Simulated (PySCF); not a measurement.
# Shapes and spin states of CoH₃

Method: BP86/[Co def2-TZVP, H def2-TZVP], no relativity, density fitting, PySCF.

Relaxations began from a few typed shapes and spin states; open shells are unrestricted. The search is not exhaustive: other isomers or separated fragments can lie lower, and high-lying points may rest on an excited occupation.

**Question.** Which is the lowest minimum found?
A. triplet Cs: Co–H 1.455 Å, Co–H 1.543 Å (×2); H–Co–H 95.7° (×2), H–Co–H 144.5°
B. quintet C2v: Co–H 1.586 Å, Co–H 1.593 Å (×2); H–Co–H 117.0°, H–Co–H 121.5° (×2)
C. triplet C2v: Co–H 1.471 Å, Co–H 1.551 Å (×2); H–Co–H 104.1° (×2), H–Co–H 151.8°
D. triplet C2v: Co–H 1.538 Å, Co–H 1.670 Å (×2), H–H 0.842 Å; Co–H–H 75.4° (×2), H–Co–H 29.2°, H–Co–H 165.4° (×2)
E. triplet C2v: Co–H 1.539 Å, Co–H 1.667 Å (×2), H–H 0.844 Å; Co–H–H 75.3° (×2), H–Co–H 29.3°, H–Co–H 165.3° (×2)
F. singlet C3v: Co–H 1.440 Å (×3); H–Co–H 89.0° (×3)

**Answer.** E. The others lie at 0.7 (triplet C2v), 43.9 (singlet C3v), 91.8 (triplet Cs, a saddle point), 105.4 (triplet C2v, a saddle point), 191.6 (quintet C2v) kJ/mol above it.

For the lowest minimum: other spin states or occupations of the open shell can lie lower.

The electron or spin density has lower symmetry than the nuclear frame for the triplet C2v at 0.7 kJ/mol.
